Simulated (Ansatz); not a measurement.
`NC(O)=[Se]` + H–F → `NC(F)=[Se]` + H₂O  (substitution at a C–O bond)

Calculated with Ansatz (gas phase, PBE0-D4/def2-TZVP geometries, no zero-point term in ΔE). CBS: MP2 limit from def2 TZ/QZ plus the TZ coupled-cluster correction, frozen cores. This one scheme is used for every species. Functionals use def2-TZVPP. B3LYP here is the variant with VWN-RPA as its local correlation; programs differ in this. For Se outer-core shells are correlated without core-valence functions, which leaves a few kJ/mol of doubt a bond. Scalar relativity is left out up to krypton. Each species was taken in one conformer, which may not be the lowest.

`NC(O)=[Se]`:

Z-matrix (Å, degrees):
```
N
C 1 1.329
H 1 1.003 2 119.0
H 1 1.006 2 120.6 3 -180.0
O 2 1.331 1 111.8 3 180.0
Se 2 1.805 1 125.4 3 -0.0
H 5 0.967 2 106.3 1 180.0
```

H–F:

```xyz
2

F     0.255   -0.333    0.188
H    -0.255    0.333   -0.188
```

`NC(F)=[Se]`:

```xyz
6

N     0.293   -0.681    0.146
C    -0.234    0.501   -0.154
F    -0.710    0.483   -1.396
Se   -0.336    1.943    0.875
H     0.293   -1.430   -0.526
H     0.694   -0.816    1.056
```

H₂O:

```xyz
3

O    -0.317    0.210   -0.083
H     0.598    0.438   -0.261
H    -0.281   -0.649    0.343
```

```
          level  ΔE (kJ/mol)  difference from CCSD(T)/CBS
         PBE-D4         43.0                         -5.1
        BLYP-D4         39.3                         -8.8
         B97M-V         40.1                         -8.0
       B3LYP-D4         43.4                         -4.7
       BHLYP-D4         48.3                          0.2
         B2PLYP         43.8                         -4.3
       PBE-QIDH         51.5                          3.4
        r2SCANh         44.2                         -3.9
  HF/def2-TZVPP         50.6                          2.5
CCSD/def2-TZVPP         48.8                          0.7
    CCSD(T)/CBS         48.1                            0
```

Largest T1 diagnostic among the species: 0.015.

The D4 term adds +3.2 kJ/mol with B3LYP and +1.7 kJ/mol with PBE0; it sums over pairs of atoms, weighted by their polarisabilities, and B3LYP, whose exchange is more repulsive, gets the larger term. From r2SCAN to r2SCAN0 (25 % exact exchange), in def2-TZVPP and without D4, ΔE moves by +5.1 kJ/mol.
